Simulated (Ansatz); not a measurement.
`[OH][SnH]([Cl])[SiH2]F` + NH₃ → `[NH2][SnH]([OH])[Cl]` + `F[SiH3]`  (cleavage of the Sn–Si bond)

Calculated with Ansatz (gas phase, PBE0-D4/def2-TZVP geometries, no zero-point term in ΔE). CCSD(T)/CBS is the MP2 limit (def2-TZVPP, def2-QZVPP) plus CCSD(T) − MP2 in def2-TZVPP, frozen cores. This one scheme is used for every species. DFT in def2-TZVPP. B3LYP here is the variant with VWN-RPA as its local correlation; programs differ in this. def2 core potentials past Kr. For Sn outer-core shells are correlated without core-valence functions, which leaves a few kJ/mol of doubt a bond. Each species was taken in one conformer, which may not be the lowest.

`[OH][SnH]([Cl])[SiH2]F`:

Z-matrix (Å, degrees):
```
Sn
Cl 1 2.348
Si 1 2.578 2 101.1
O 1 1.958 2 106.2 3 118.3
H 1 1.699 2 108.1 3 -131.1
F 3 1.601 1 110.1 2 -176.5
H 3 1.482 1 109.7 2 -57.0
H 3 1.483 1 108.8 2 64.4
H 4 0.960 1 113.6 2 -53.6
```

NH₃:

Z-matrix (Å, degrees):
```
N
H 1 1.013
H 1 1.013 2 107.1
H 1 1.013 2 107.1 3 -114.5
```

`[NH2][SnH]([OH])[Cl]`:

Cartesian coordinates in Å:
```
N -0.931 1.290 0.056
Sn -0.016 -0.462 0.337
O 1.879 -0.013 0.273
Cl -0.306 -1.983 -1.423
H -1.939 1.236 -0.021
H -0.573 1.802 -0.740
H -0.497 -1.229 1.770
H 2.383 -0.641 -0.252
```

`F[SiH3]`:

Z-matrix (Å, degrees):
```
Si
F 1 1.600
H 1 1.482 2 108.3
H 1 1.482 2 108.3 3 -120.0
H 1 1.482 2 108.3 3 120.0
```

| level | ΔE (kJ/mol) | difference from CCSD(T)/CBS |
| --- | --- | --- |
| PBE-D4 | 26.7 | 17.6 |
| r2SCAN-D4 | 16.1 | 7.0 |
| PBE0-D4 | 23.0 | 13.9 |
| B3LYP-D4 | 17.1 | 8.0 |
| ωB97X-V | 10.0 | 0.9 |
| ωB97M-V | 11.3 | 2.2 |
| B2PLYP | 8.2 | -0.9 |
| PBE | 24.9 | 15.8 |
| r2SCAN | 15.5 | 6.4 |
| PBE0 | 21.0 | 11.9 |
| B3LYP | 14.0 | 4.9 |
| HF/def2-TZVPP | -2.2 | -11.3 |
| MP2/def2-TZVPP | 2.3 | -6.8 |
| SCS-MP2/def2-TZVPP | -0.9 | -10.0 |
| CCSD/def2-TZVPP | 5.0 | -4.1 |
| CCSD(T)/def2-TZVPP | 5.1 | -4.0 |
| HF/def2-QZVPP | -2.6 | -11.7 |
| MP2/def2-QZVPP | 4.5 | -4.6 |
| SCS-MP2/def2-QZVPP | 1.2 | -7.9 |
| HF/CBS(def2) | -2.7 | -11.8 |
| MP2/CBS(def2) | 6.3 | -2.8 |
| CCSD/CBS(def2) | 9.0 | -0.1 |
| CCSD(T)/CBS | 9.1 | 0 |

Largest T1 diagnostic among the species: 0.013.

The D4 term adds +3.1 kJ/mol with B3LYP and +2.0 kJ/mol with PBE0; it sums over pairs of atoms, weighted by their polarisabilities, and B3LYP, whose exchange is more repulsive, gets the larger term. In def2-TZVPP, CCSD(T) changes the Hartree–Fock value by +7.3 kJ/mol (the triples alone add +0.1 kJ/mol) and MP2 by +4.5 kJ/mol. From PBE to PBE0 (25 % exact exchange), in def2-TZVPP and without D4, ΔE moves by −3.8 kJ/mol.
